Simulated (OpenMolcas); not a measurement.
# B I: effect of the IPEA shift

```json
{
 "Program": "OpenMolcas",
 "Basis": "ANO-R1 [3s2p1d]",
 "Scalar Hamiltonian": "X2C, finite nucleus",
 "Active space": "3 electrons in 4 orbitals (2s 2p)",
 "State averaging": "2S+1 = 4 odd, 1 root (0 in the spin-orbit step); 2S+1 = 2 odd, 3 roots; 2S+1 = 4 even, 3 roots; 2S+1 = 2 even, 5 roots",
 "Spin-orbit coupling": "RASSI with atomic mean-field integrals over the reference wave functions, term energies averaged over their components"
}
```

Methods on the same reference wave functions:
A. CASSCF
B. SS-CASPT2, IPEA 0 Eh, imaginary shift 0.1 Eh (closed shells correlated: 1s)
C. SS-CASPT2, IPEA 0.25 Eh, imaginary shift 0.1 Eh (closed shells correlated: 1s)

Energies in cm-1 above 2s2 2p 2P* 1/2, the measured ground level; measured values from NIST Handbook of Basic Atomic Spectroscopic Data.

```csv
Level,A,B,C,Measured
2s2 2p 2P* 1/2,0.0,0.0,0.0,0.0
2s2 2p 2P* 3/2,14.2,14.2,14.2,15.3
2s 2p2 4P 1/2,24118,27228,26769,28870
2s 2p2 4P 3/2,24123,27233,26774,28875
2s 2p2 4P 5/2,24131,27242,26782,28881
2s 2p2 2D 3/2,54832,49786,50969,47857
2s 2p2 2D 5/2,54832,49786,50969,47857
```

Deviations, from unrounded energies. A percentage is the sum of absolute deviations over the sum of measured energies, with the sign that they share, or ± where signs differ.

| Against measurement | Levels | A | B | C |
| --- | --- | --- | --- | --- |
| mean absolute deviation (cm-1) | 6 | 4700 | 1500 | 2100 |
| fine structure of the ground term (%) | 1 | -6.8 | -6.8 | -6.8 |
| other configurations (%) | 5 | ±15.5 | ±4.8 | ±6.9 |

B lies closest to measurement on these levels and A furthest from it. The largest miss of B in the table is 2s 2p2 2D 5/2, by +1900 cm-1. The ranking rests on the paired levels alone, and a cruder setting can come out closer through cancelling errors.

Between B and C the level of the table that moves most is 2s 2p2 2D 3/2, by 1200 cm-1 (lowest in B, highest in C).

The lowest spin-free term lies below A's lowest term by 0.029 hartree in B, 0.025 hartree in C.

Without dynamic correlation excited terms often stand tens of per cent too high (terms of higher spin than the ground term too low), and those without a measured partner can miss by more than the paired ones (holds for A). Measured partners are found by configuration, term and J. A level has none where our copy of the source lacks it or the pairing is in doubt (some pairs that miss far off the trend of their configuration count as doubtful), and it then counts in no deviation. Only configurations of the active space appear.

* marks odd parity.
